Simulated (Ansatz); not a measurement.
This geometry of CH4S2Si (8 atoms, charge 0, multiplicity 1) is a first-order saddle point.

Method: Ansatz, RKS B3LYP-D4/def2-SVP.

```xyz
8
Properties=species:S:1:pos:R:3
C -0.564 0.890 -0.426
Si 0.072 -0.700 0.331
S 1.859 -0.659 1.484
S 1.784 -1.639 -0.513
H -1.665 0.926 -0.400
H -0.166 1.757 0.124
H -0.229 0.973 -1.471
H -0.998 -1.605 0.815
```

Question: Which two structures does it join? (They come from a converged band through this point; their orientation in space is the band's.)

Answer: No bond is made or broken. The dihedral H7–C1–Si2–S3 goes from 37 to 158°. The two ends are copies of one structure, up to a mirror image or an exchange of like atoms.

Initial state:

```xyz
8
Properties=species:S:1:pos:R:3
C -0.549 0.917 -0.363
Si 0.092 -0.661 0.393
S 2.142 -0.775 0.948
S 1.335 -1.930 -0.776
H -1.459 0.720 -0.955
H -0.807 1.646 0.423
H 0.217 1.355 -1.020
H -0.879 -1.329 1.294
```

Final state:

```xyz
8
Properties=species:S:1:pos:R:3
C -0.561 0.876 -0.441
Si 0.077 -0.714 0.292
S 1.694 -0.634 1.671
S 1.947 -1.477 -0.375
H -1.273 1.361 0.247
H 0.278 1.562 -0.630
H -1.086 0.681 -1.391
H -0.985 -1.712 0.572
```

Question: How far does it lie above each of them?

Answer: 0.057 eV above the first and 0.057 eV above the second. This is the barrier of this one path; another mechanism may lie lower.

The run took 50 s on 1 thread of AMD EPYC 9R45 96-Core Processor (Zen 5), with other jobs on the host, peak memory 0.2 GiB.
